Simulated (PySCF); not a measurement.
CH10B2NP.
Z-matrix (Å and degrees, PBE0-D3(BJ)/def2-SVP geometry), rows numbered from 1:
```
C 
B   1  1.5967
N   2  1.6122  1  114.89
B   3  1.6044  2  101.08  1  -133.30
P   4  1.9824  3   90.52  2    11.82
H   1  1.1046  2  110.91  3   -66.78
H   1  1.1043  2  113.66  3    54.07
H   1  1.1016  2  111.03  3   174.82
H   2  1.2210  1  116.63  3   128.61
H   3  1.0193  2  111.53  1   -14.65
H   3  1.0183  2  112.83  1   105.64
H   4  1.2156  3  111.12  2   -98.97
H   4  1.2154  3  113.42  2   129.35
H   5  1.4156  2  119.81  1    12.38
H   5  1.4117  2  119.71  1  -114.95
```

Computed with PBE0-D3(BJ)/def2-SVP geometry optimisation, gas phase (PySCF).

Masses are those of the commonest isotopes; rigid-rotor values at the optimised geometry. The values belong to one conformer with, in the numbering `[CH3:1][B@@H-:2]1[NH2+:3][BH2-:4][PH2+:5]1`, C1–B2–N3–B4 -133°, B2–N3–B4–P5 12°, N3–B4–P5–B2 -10°, C1–B2–P5–B4 128°.

Question: Give the principal moments of inertia and the rotational constants in MHz.

Answer: Ia = 100.76, Ib = 154.76, Ic = 226.92 u·Å²; 505379 MHz·u·Å²/I gives A = 5016, B = 3266, C = 2227 MHz.

Question: What kind of rotor is it?

Answer: An asymmetric top: κ = (2 × 3266 − 5016 − 2227)/(5016 − 2227) ≈ -0.26.

Question: What does the inertial defect say?

Answer: Not planar: Δ = Ic − Ia − Ib = -28.60 u·Å². For a rigid frame Δ = −2 Σ m c², so Σ m c² = 14.30 u·Å² lies off the ab plane: 10.52 from hydrogen and 3.78 from heavier atoms. The atom farthest from that plane is 1.72 Å away.

Question: Give the other two planar moments, Paa and Pbb, and the rms extents of the mass along the axes.

Answer: Paa = Σ m a² = (Ib + Ic − Ia)/2 = 140.46 and Pbb = Σ m b² = (Ia + Ic − Ib)/2 = 86.46 u·Å². With the mass M = 89.07 u, the rms extents √(P/M) along a, b and c are 1.26, 0.99, 0.40 Å.

Question: Give the coordinates in the principal-axis frame, origin at the centre of mass.

Answer: The sense of each axis is arbitrary; atoms in the order of the calculation.
| atom | mass (u) | a (Å) | b (Å) | c (Å) |
| --- | --- | --- | --- | --- |
| C1 | 12.000 | 2.184 | -0.424 | 0.242 |
| B2 | 11.009 | 0.838 | 0.011 | -0.498 |
| N3 | 14.003 | 0.219 | 1.417 | -0.009 |
| B4 | 11.009 | -1.326 | 1.026 | 0.177 |
| P5 | 30.974 | -0.877 | -0.898 | 0.010 |
| H6 | 1.008 | 3.013 | 0.262 | -0.011 |
| H7 | 1.008 | 2.099 | -0.441 | 1.343 |
| H8 | 1.008 | 2.501 | -1.431 | -0.073 |
| H9 | 1.008 | 0.856 | 0.000 | -1.719 |
| H10 | 1.008 | 0.636 | 1.724 | 0.869 |
| H11 | 1.008 | 0.363 | 2.168 | -0.682 |
| H12 | 1.008 | -1.983 | 1.368 | -0.786 |
| H13 | 1.008 | -1.780 | 1.353 | 1.256 |
| H14 | 1.008 | -0.929 | -1.703 | 1.173 |
| H15 | 1.008 | -1.552 | -1.698 | -0.937 |

Question: Where do the levels up to J = 3 lie, in K?

Answer: Above 0(0,0), as E/k:
J = 1: 1(0,1) 0.264, 1(1,1) 0.348, 1(1,0) 0.397
J = 2: 2(0,2) 0.774, 2(1,2) 0.825, 2(1,1) 0.974, 2(2,1) 1.226, 2(2,0) 1.243
J = 3: 3(0,3) 1.508, 3(1,3) 1.532, 3(1,2) 1.827, 3(2,2) 2.017, 3(2,1) 2.091, 3(3,1) 2.571, 3(3,0) 2.575
The levels of one J sum to (2J + 1)J(J + 1)(A + B + C)/3.

Question: Predict some low-J microwave lines.

Answer: The dipole components are |μa| = 0.80 D, |μb| = 0.31 D, |μc| = 0.61 D. Intensities carry the squares of the components, which stand as 1.00 : 0.15 : 0.58 (a : b : c). Some of the stronger lines:

| type | branch | J(Ka,Kc) | MHz | lower level (cm⁻¹) |
| --- | --- | --- | --- | --- |
| c | Q | 4(2,3) ← 4(1,3) | 2541 | 2.041 |
| c | R | 1(1,0) ← 0(0,0) | 8281 | 0.000 |
| b | Q | 5(2,3) ← 5(1,4) | 8468 | 2.972 |
| b | R | 4(2,2) ← 3(3,1) | 13966 | 1.787 |
| b | R | 5(3,2) ← 4(4,1) | 14323 | 3.052 |
| b | R | 3(1,3) ← 2(0,2) | 15787 | 0.538 |
| a | R | 4(2,2) ← 3(2,1) | 23976 | 1.453 |
| b | R | 5(1,5) ← 4(0,4) | 24111 | 1.705 |
| c | R | 5(4,1) ← 4(3,1) | 43298 | 2.553 |
| b | R | 5(2,3) ← 4(1,4) | 46259 | 1.711 |
| c | R | 5(5,0) ← 4(4,0) | 47940 | 3.053 |
| c | R | 5(5,1) ← 4(4,1) | 47951 | 3.052 |

Question: Estimate the classical rotational partition function at 10 K, 100 K and 200 K.

Answer: Point group C1, symmetry number σ = 1; q = (√π/σ)·√((kT/h)³/(ABC)), k/h = 20836.6 MHz/K: 883 at 10 K, 27900 at 100 K, 78900 at 200 K.

No PBE0-D3(BJ)/def2-SVP frequencies stand behind this structure, so it isn't proved a minimum. Constants of a rigid frame at the computed geometry: no zero-point averaging, no centrifugal distortion. A rigid rotor knows nothing of internal rotation, which can split or shift real lines. Quadrupole hyperfine structure (11B, 14N) is left out.
